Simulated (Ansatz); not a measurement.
Reaction (redistribution): `[SiH3]NBS` + `FCBCl` → `SBBCl` + `FCN[SiH3]`

Isolated molecules relaxed with PBE0-D4/def2-TZVP in Ansatz; ΔE leaves out vibrations. CCSD(T)/CBS is the MP2 limit (def2-TZVPP, def2-QZVPP) plus CCSD(T) − MP2 in def2-TZVPP, frozen cores. Functionals use def2-TZVPP. B3LYP here is the variant with VWN-RPA as its local correlation; programs differ in this. HSE06 is defined as in plane-wave codes. Each species was taken in one conformer, which may not be the lowest.

Question: Is it downhill or uphill in electronic energy at CCSD(T)/CBS, and by how much? (Estimate.)

Answer: Ansatz gave: Uphill: ΔE = +37.4 kcal/mol.

Question: What do these levels give: LDA (SPW92), ωB97X-V, ωB97M-V, PBE-QIDH, BLYP, B3LYP, r2SCAN0, HSE06, BHLYP, MP2/def2-TZVPP, MP2/def2-QZVPP, CCSD/CBS(def2)? (Estimate.)

Answer: The calculation gave: LDA (SPW92) 36.8, ωB97X-V 36.4, ωB97M-V 38.2, PBE-QIDH 37.6, BLYP 36.0, B3LYP 37.0, r2SCAN0 37.8, HSE06 36.4, BHLYP 38.0, MP2/def2-TZVPP 38.7, MP2/def2-QZVPP 38.8, CCSD/CBS(def2) 37.6 kcal/mol.

Largest T1 diagnostic among the species: 0.015.

From BLYP to BHLYP (50 % exact exchange), in def2-TZVPP and without D4, ΔE moves by +2.0 kcal/mol. Leaving LDA and LC-ωPBE aside and taking each functional with its dispersion term where it has one, the values, not all of them listed here, spread over 3.3 kcal/mol, from revPBE-D4 to ωB97M-V. LDA lies +1.5 kcal/mol from PBE without D4.
